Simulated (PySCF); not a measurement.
Level of theory: PySCF with PBE0-D4/def2-TZVP. Isolated molecules, 0 K electronic values unless said otherwise. One relaxed conformer stands for a flexible species; it need not be the lowest. Delta-SCF ions had no search for a lower state. 

Reference species (SMILES): `CC(=C)B` (neutral, multiplicity 1).

```yaml
LUMO: -1.94 eV
HOMO: -7.93 eV
HOMO–LUMO gap: 5.99 eV
vertical ionisation energy (Delta-SCF): 10.08 eV
```

Changed species: `B/C=C/C`.

### Question
Give the shifts of the LUMO, HOMO, HOMO–LUMO gap and vertical ionisation energy (Delta-SCF).

### Answer
the LUMO rises by 0.16 eV, to -1.78 eV; the HOMO falls by 0.05 eV, to -7.98 eV; the HOMO–LUMO gap goes up by 0.21 eV, to 6.20 eV; the vertical ionisation energy (Delta-SCF) goes up by 0.05 eV, to 10.13 eV.
